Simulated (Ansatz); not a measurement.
A run for Ansatz (an electronic-structure program): R-CCSD(T)/cc-pVDZ on C2H6BF (SMILES CB(C)F), a point of a torsion scan.

Ansatz 0.2 input:
```yaml
crystal:
  periodic: [false, false, false]
  atoms:
    - {symbol: C, position_ang: [-1.38804505, -0.15766391, -0.23878727]}
    - {symbol: B, position_ang: [-0.22497296, 0.70315011, 0.39353454]}
    - {symbol: C, position_ang: [0.43253507, 0.41671754, 1.80050225]}
    - {symbol: F, position_ang: [0.23898311, 1.73843337, -0.29503580]}
    - {symbol: H, position_ang: [-1.69784409, 0.20669006, -1.21440728]}
    - {symbol: H, position_ang: [-1.08534911, -1.19736199, -0.34839602]}
    - {symbol: H, position_ang: [-2.26165704, -0.16579919, 0.41036563]}
    - {symbol: H, position_ang: [0.33225241, 1.28519678, 2.44992934]}
    - {symbol: H, position_ang: [1.50319215, 0.24987287, 1.69122995]}
    - {symbol: H, position_ang: [0.00910981, -0.43968185, 2.31536624]}
basis:
  gaussian:
    orbitals: cc-pVDZ
magnetization: {spin_polarized: false}
correlation: {method: ccsd_t, electrons: outside_noble_gas}
scf: {lower_state_search: off}
```

Output:

```
WARN ansatz: RAYON_NUM_THREADS=1 ignored (pool sized by the plan → 1); use --threads N
Functional definition: HF
these checks for a lower state are left out or cut short: stability, starts, cluster_reference, orbital_swaps, neighbouring_geometries, increment
integrals: 0.08 GiB planned
778 factors; integrals over basis functions are off by at most 1.2e-3 eV
mean field: 0.16 GiB planned
mean field evaluation 1: about -5533.2555 eV, gradient 3.3e1 eV
mean field evaluation 2: about -5533.2575 eV, gradient 3.3e1 eV
mean field evaluation 4: about -5535.9002 eV, gradient 3.2e0 eV
mean field evaluation 8: about -5535.9334 eV, gradient 1.2e-4 eV
mean field -5535.93336932 eV, -203.4417989323 hartree, gradient 9.6e-7 eV, S^2 0.000000; 0 other end points of the search recorded, 0 dependent functions left out
4 core orbitals not correlated
reference -5535.93336932 eV, -203.4417989323 hartree; 12, 12 occupied and 70, 70 virtual orbitals, 778 factors
second order -15.18132250 eV of doubles, -0.00000000 eV of singles
coupled cluster: 0.27 GiB planned
cycle   1  -15.91280788 eV  change   -7.3e-1 eV  update   8.4e-2
cycle   2  -16.27284444 eV  change   -3.6e-1 eV  update   2.4e-2
cycle   3  -16.36248517 eV  change   -9.0e-2 eV  update   1.3e-2
cycle   4  -16.36195243 eV  change    5.3e-4 eV  update   3.2e-3
cycle   5  -16.36094186 eV  change    1.0e-3 eV  update   1.2e-3
cycle   6  -16.36095085 eV  change   -9.0e-6 eV  update   3.7e-4
cycle   7  -16.36085795 eV  change    9.3e-5 eV  update   1.1e-4
cycle   8  -16.36084432 eV  change    1.4e-5 eV  update   3.5e-5
cycle   9  -16.36085292 eV  change   -8.6e-6 eV  update   1.0e-5
perturbative correction -0.38770406 eV, -0.0142478614 hartree
Total energy: -5552.68192630 eV, -204.0572970486 hartree
Checks for a lower state left out: stability, starts, cluster_reference, orbital_swaps, neighbouring_geometries, increment
```

Self-consistency was reached.

Cost: about 6 core-seconds (a rough figure).
